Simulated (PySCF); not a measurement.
H$_{4}$HfO$_{4}$, charge -1, doublet, geometry from GFN2-xTB (such geometries of metal compounds can be far from the true shape) (the multiplicity is a formal guess) (core potentials on Hf) (in this run its highest filled SCF level lies above zero, so its values depend strongly on the basis, on diffuse functions most of all); BLYP/def2-SVP (PySCF).

Input for PySCF:
```python
from pyscf import gto, scf, dft

mol = gto.Mole()
mol.atom = '''
    Hf   -0.00000000    0.00000000   -0.00000000
    O     1.86824430    0.33811420   -0.28908161
    H     1.71818795    0.98809181   -0.98506148
    O     0.22989531   -0.32287162    1.87912965
    H     1.19165090   -0.26527537    1.84619568
    O    -0.54748506    1.11112594   -1.46761215
    H    -1.31431976    0.56973815   -1.68724728
    O    -1.55065456   -1.12636852   -0.12243589
    H    -1.59551909   -1.29255459    0.82611309
'''
mol.basis = 'def2-svp'
mol.ecp = {'Hf': 'def2-svp'}
mol.charge = -1
mol.spin = 1
mol.verbose = 4
mol.build()

mf = dft.UKS(mol)
mf.xc = 'blyp'
mf.kernel()
mf.analyze()
```

Task: Write the output that PySCF gives for this input, abridged.

Result: 
```
PySCF version 2.14.0

[INPUT] verbose = 4
[INPUT] num. atoms = 9
[INPUT] num. electrons = 49
[INPUT] charge = -1
[INPUT] spin (= nelec alpha-beta = 2S) = 1
[INPUT] symmetry False subgroup None
[INPUT] Mole.unit = angstrom
[INPUT] Symbol           X                Y                Z      unit          X                Y                Z       unit  Magmom
[INPUT]  1 Hf     0.000000000000   0.000000000000   0.000000000000 AA    0.000000000000   0.000000000000   0.000000000000 Bohr   0.0
[INPUT]  2 O      1.868244300000   0.338114200000  -0.289081610000 AA    3.530470060780   0.638943236826  -0.546285070548 Bohr   0.0
[INPUT]  3 H      1.718187950000   0.988091810000  -0.985061480000 AA    3.246904656028   1.867222906826  -1.861496413059 Bohr   0.0
[INPUT]  4 O      0.229895310000  -0.322871620000   1.879129650000 AA    0.434439173222  -0.610138935195   3.551040391050 Bohr   0.0
[INPUT]  5 H      1.191650900000  -0.265275370000   1.846195680000 AA    2.251893837091  -0.501297796893   3.488804207555 Bohr   0.0
[INPUT]  6 O     -0.547485060000   1.111125940000  -1.467612150000 AA   -1.034596820691   2.099723716500  -2.773385020584 Bohr   0.0
[INPUT]  7 H     -1.314319760000   0.569738150000  -1.687247280000 AA   -2.483704386504   1.076649066216  -3.188435263617 Bohr   0.0
[INPUT]  8 O     -1.550654560000  -1.126368520000  -0.122435890000 AA   -2.930312432208  -2.128528018132  -0.231370299917 Bohr   0.0
[INPUT]  9 H     -1.595519090000  -1.292554590000   0.826113090000 AA   -3.015094106615  -2.442574176149   1.561127488018 Bohr   0.0

nuclear repulsion = 218.801570828781
number of shells = 48
number of NR pGTOs = 181
number of NR cGTOs = 108
basis = def2-svp
ecp = {'Hf': 'def2-svp'}

******** <class 'pyscf.dft.uks.UKS'> ********
method = UKS
initial guess = minao
damping factor = 0
level_shift factor = 0
DIIS = <class 'pyscf.scf.diis.CDIIS'>
diis_start_cycle = 1
diis_space = 8
diis_damp = 0
SCF conv_tol = 1e-09
SCF conv_tol_grad = None
SCF max_cycles = 50
direct_scf = True
direct_scf_tol = 1e-13
number electrons alpha = 25  beta = 24
XC library pyscf.dft.libxc version 7.1.2
    S. Lehtola, C. Steigemann, M. J. T. Oliveira, and M. A. L. Marques,  SoftwareX 7, 1–5 (2018)
XC functionals = blyp
    A. D. Becke,  Phys. Rev. A 38, 3098 (1988)
    C. Lee, W. Yang, and R. G. Parr,  Phys. Rev. B 37, 785 (1988)
    B. Miehlich, A. Savin, H. Stoll, and H. Preuss,  Chem. Phys. Lett. 157, 200 (1989)
radial grids:
    Treutler-Ahlrichs [JCP 102, 346 (1995); DOI:10.1063/1.469408] (M4) radial grids

becke partition: Becke, JCP 88, 2547 (1988); DOI:10.1063/1.454033
pruning grids: <function nwchem_prune>
grids dens level: 3
symmetrized grids: False
atomic radii adjust function: <function treutler_atomic_radii_adjust>
small_rho_cutoff = 0
Set gradient conv threshold to 3.16228e-05
tot grids = 119352
init E= -338.774904968653

cycle= 1 E= -350.483037713362  delta_E= -11.7  |g|= 1.23  |ddm|= 5.49

cycle= 2 E= -346.090824852929  delta_E= 4.39  |g|= 3.07  |ddm|= 10.1
cycle= 3 E= -351.107595237046  delta_E= -5.02  |g|= 0.401  |ddm|= 9.31
cycle= 4 E= -351.106517621075  delta_E= 0.00108  |g|= 0.393  |ddm|= 1.22
cycle= 5 E= -351.188135769021  delta_E= -0.0816  |g|= 0.0279  |ddm|= 0.952
cycle= 6 E= -351.188096442058  delta_E= 3.93e-05  |g|= 0.0322  |ddm|= 0.0585
cycle= 7 E= -351.188495055109  delta_E= -0.000399  |g|= 0.00612  |ddm|= 0.0359
cycle= 8 E= -351.188510775756  delta_E= -1.57e-05  |g|= 0.000706  |ddm|= 0.00793
cycle= 9 E= -351.188510988243  delta_E= -2.12e-07  |g|= 0.000328  |ddm|= 0.0019
cycle= 10 E= -351.188511047428  delta_E= -5.92e-08  |g|= 3.77e-05  |ddm|= 0.000716
cycle= 11 E= -351.188511048346  delta_E= -9.18e-10  |g|= 1.11e-05  |ddm|= 0.000147
Extra cycle  E= -351.188511048168  delta_E= 1.78e-10  |g|= 2.44e-05  |ddm|= 3.24e-05
converged SCF energy = -351.188511048168  <S^2> = 0.75092823  2S+1 = 2.000928
**** SCF Summaries ****
Total Energy =                        -351.188511048168039
Nuclear Repulsion Energy =             218.801570828780569
One-electron Energy =                 -942.268867183145403
Two-electron Energy =                  372.278785306196880
Two-electron Coulomb Energy =          414.444301009217043
DFT Exchange-Correlation Energy =      -42.165515703020148
**** MO energy ****
                             alpha | beta                alpha | beta
MO #1   energy= -18.5790469774958  | -18.5786425329199  occ= 1 | 1
MO #2   energy= -18.5790270881414  | -18.5786227248142  occ= 1 | 1
MO #3   energy= -18.5789912330743  | -18.5785867390317  occ= 1 | 1
MO #4   energy= -18.5789757697251  | -18.5785712849488  occ= 1 | 1
MO #5   energy= -2.12266737146512  | -2.11753308419582  occ= 1 | 1
MO #6   energy= -1.03257882226229  | -1.02868799183515  occ= 1 | 1
MO #7   energy= -1.03257717240979  | -1.02868632997223  occ= 1 | 1
MO #8   energy= -1.0122175183264   | -1.00138016333112  occ= 1 | 1
MO #9   energy= -0.69073988422872  | -0.690101029613702 occ= 1 | 1
MO #10  energy= -0.678606079157755 | -0.677871526605531 occ= 1 | 1
MO #11  energy= -0.648293068207858 | -0.647374411667748 occ= 1 | 1
MO #12  energy= -0.648284754615285 | -0.647366163981723 occ= 1 | 1
MO #13  energy= -0.263783689959617 | -0.263052722460248 occ= 1 | 1
MO #14  energy= -0.217823979440096 | -0.216991681340704 occ= 1 | 1
MO #15  energy= -0.217810673089242 | -0.216977992636378 occ= 1 | 1
MO #16  energy= -0.197514006496608 | -0.196832704809083 occ= 1 | 1
MO #17  energy= -0.134053197650013 | -0.133036618307399 occ= 1 | 1
MO #18  energy= -0.120721458967242 | -0.119654310756693 occ= 1 | 1
MO #19  energy= -0.0994862112275435 | -0.0979131359274161 occ= 1 | 1
MO #20  energy= -0.0994786563640062 | -0.0979050185322271 occ= 1 | 1
MO #21  energy= -0.0907542659490416 | -0.089391710524446 occ= 1 | 1
MO #22  energy= -0.0739036379635919 | -0.0716222252686156 occ= 1 | 1
MO #23  energy= -0.057425613462317 | -0.0566591943096518 occ= 1 | 1
MO #24  energy= -0.0574172048483446 | -0.0566507513413188 occ= 1 | 1
MO #25  energy= 0.0712004112283466 | 0.0933640920720791 occ= 1 | 0
MO #26  energy= 0.145659805974932  | 0.154995273987379  occ= 0 | 0
MO #27  energy= 0.153219906293605  | 0.154997427022875  occ= 0 | 0
MO #28  energy= 0.153220526157081  | 0.158267083465116  occ= 0 | 0
MO #29  energy= 0.170571288696146  | 0.186280211777618  occ= 0 | 0
MO #30  energy= 0.204876568426242  | 0.21408376740851   occ= 0 | 0
MO #31  energy= 0.2048795448228    | 0.214086992559411  occ= 0 | 0
MO #32  energy= 0.21432994658932   | 0.216730846598532  occ= 0 | 0
MO #33  energy= 0.26534583134709   | 0.267026682973547  occ= 0 | 0

spin_pop of  0 Hf 5s        0.00010
spin_pop of  0 Hf 6s        0.57755
spin_pop of  0 Hf 7s        0.05481
spin_pop of  0 Hf 8s        0.00884
spin_pop of  0 Hf 9s        0.00340
spin_pop of  0 Hf 10s        0.00011
spin_pop of  0 Hf 5px       0.00027
spin_pop of  0 Hf 5py       0.00349
spin_pop of  0 Hf 5pz       0.00069
spin_pop of  0 Hf 6px       0.00004
spin_pop of  0 Hf 6py      -0.00044
spin_pop of  0 Hf 6pz      -0.00001
spin_pop of  0 Hf 7px      -0.00015
spin_pop of  0 Hf 7py      -0.00012
spin_pop of  0 Hf 7pz      -0.00014
spin_pop of  0 Hf 5dxy      0.01130
spin_pop of  0 Hf 5dyz      0.01333
spin_pop of  0 Hf 5dz^2     0.04968
spin_pop of  0 Hf 5dxz      0.04623
spin_pop of  0 Hf 5dx2-y2    0.07505
spin_pop of  0 Hf 6dxy      0.00153
spin_pop of  0 Hf 6dyz      0.00035
spin_pop of  0 Hf 6dz^2     0.00721
spin_pop of  0 Hf 6dxz      0.01075
spin_pop of  0 Hf 6dx2-y2    0.01495
spin_pop of  0 Hf 5f-3      0.00001
spin_pop of  0 Hf 5f-2     -0.00004
spin_pop of  0 Hf 5f-1      0.00010
spin_pop of  0 Hf 5f+0      0.00012
spin_pop of  0 Hf 5f+1     -0.00001
spin_pop of  0 Hf 5f+2     -0.00001
spin_pop of  0 Hf 5f+3      0.00004
spin_pop of  1 O 1s        0.00000
spin_pop of  1 O 2s        0.01749
spin_pop of  1 O 3s        0.00617
spin_pop of  1 O 2px      -0.00099
spin_pop of  1 O 2py      -0.00358
spin_pop of  1 O 2pz       0.00219
spin_pop of  1 O 3px       0.00103
spin_pop of  1 O 3py       0.00032
spin_pop of  1 O 3pz       0.00106
spin_pop of  1 O 3dxy      0.00002
spin_pop of  1 O 3dyz      0.00000
spin_pop of  1 O 3dz^2     0.00002
spin_pop of  1 O 3dxz      0.00002
spin_pop of  1 O 3dx2-y2    0.00024
spin_pop of  2 H 1s        0.00459
spin_pop of  2 H 2s        0.00173
spin_pop of  2 H 2px       0.00008
spin_pop of  2 H 2py       0.00023
spin_pop of  2 H 2pz       0.00000
spin_pop of  3 O 1s        0.00000
spin_pop of  3 O 2s        0.01750
spin_pop of  3 O 3s        0.00499
spin_pop of  3 O 2px      -0.00142
spin_pop of  3 O 2py       0.00008
spin_pop of  3 O 2pz      -0.00106
spin_pop of  3 O 3px       0.00068
spin_pop of  3 O 3py       0.00025
spin_pop of  3 O 3pz       0.00140
spin_pop of  3 O 3dxy      0.00002
spin_pop of  3 O 3dyz      0.00002
spin_pop of  3 O 3dz^2     0.00024
spin_pop of  3 O 3dxz      0.00001
spin_pop of  3 O 3dx2-y2    0.00001
spin_pop of  4 H 1s        0.00460
spin_pop of  4 H 2s        0.00275
spin_pop of  4 H 2px       0.00011
spin_pop of  4 H 2py       0.00010
spin_pop of  4 H 2pz       0.00012
spin_pop of  5 O 1s        0.00000
spin_pop of  5 O 2s        0.01751
spin_pop of  5 O 3s        0.00434
spin_pop of  5 O 2px       0.00170
spin_pop of  5 O 2py      -0.00240
spin_pop of  5 O 2pz      -0.00170
spin_pop of  5 O 3px       0.00111
spin_pop of  5 O 3py       0.00065
spin_pop of  5 O 3pz       0.00057
spin_pop of  5 O 3dxy      0.00005
spin_pop of  5 O 3dyz      0.00020
spin_pop of  5 O 3dz^2     0.00002
spin_pop of  5 O 3dxz      0.00000
spin_pop of  5 O 3dx2-y2    0.00001
spin_pop of  6 H 1s        0.00460
spin_pop of  6 H 2s        0.00314
spin_pop of  6 H 2px       0.00002
spin_pop of  6 H 2py       0.00001
spin_pop of  6 H 2pz       0.00032
spin_pop of  7 O 1s        0.00000
spin_pop of  7 O 2s        0.01750
spin_pop of  7 O 3s        0.00506
spin_pop of  7 O 2px      -0.00097
spin_pop of  7 O 2py       0.00022
spin_pop of  7 O 2pz      -0.00163
spin_pop of  7 O 3px       0.00038
spin_pop of  7 O 3py       0.00197
spin_pop of  7 O 3pz       0.00035
spin_pop of  7 O 3dxy      0.00013
spin_pop of  7 O 3dyz      0.00001
spin_pop of  7 O 3dz^2     0.00011
spin_pop of  7 O 3dxz      0.00003
spin_pop of  7 O 3dx2-y2    0.00001
spin_pop of  8 H 1s        0.00459
spin_pop of  8 H 2s        0.00174
spin_pop of  8 H 2px       0.00021
spin_pop of  8 H 2py       0.00002
spin_pop of  8 H 2pz       0.00008
In total            25.00000 | 24.00000

WARN: System has nonzero charge -1; the dipole moment is origin-dependent.
Location of origin: [0. 0. 0.]

Dipole moment(X, Y, Z, Debye): -0.00018, -0.00003,  0.00025
```
